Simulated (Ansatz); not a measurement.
Basis-set series for CH$_{6}$BNO. The species carries charge 0 and has multiplicity 1. The bonds changed during the relaxation, so this is another structure than the one it started from. Geometry: relaxed with PBE0-D4/def2-TZVP. It is one conformer, not always the lowest.

```xyz
10

B     0.106   -0.966   -0.007
C     0.049    0.563   -0.339
N    -0.726    1.329    0.630
O     0.518   -1.821   -0.973
H     1.098    0.899   -0.452
H    -0.171   -1.392    1.087
H    -0.393    0.685   -1.336
H    -0.604    2.324    0.498
H    -0.432    1.114    1.573
H     0.555   -2.735   -0.681
```

| functional | basis | functions | energy (Eh) | HOMO (eV) | LUMO (eV) |
| --- | --- | --- | --- | --- | --- |
| PBE0-D4 | def2-SVP | 86 | -196.20587 | -6.30 | 0.31 |
| PBE0-D4 | def2-QZVPP | 408 | -196.44778 | -6.73 | -0.04 |
| ωB97M-V | def2-SVP | 86 | -196.34044 | -8.71 | 2.41 |
| ωB97M-V | def2-QZVPP | 408 | -196.59072 | -9.14 | 1.47 |

(1) Give the rows for def2-TZVPP. (An estimate is asked.)

Answers

(1) Computed: 
```csv
functional,basis,functions,energy (Eh),HOMO (eV),LUMO (eV)
PBE0-D4,def2-TZVPP,208,-196.43572,-6.66,0.05
ωB97M-V,def2-TZVPP,208,-196.57914,-9.08,1.94
```

Positive LUMOs are unbound and depend on the basis.
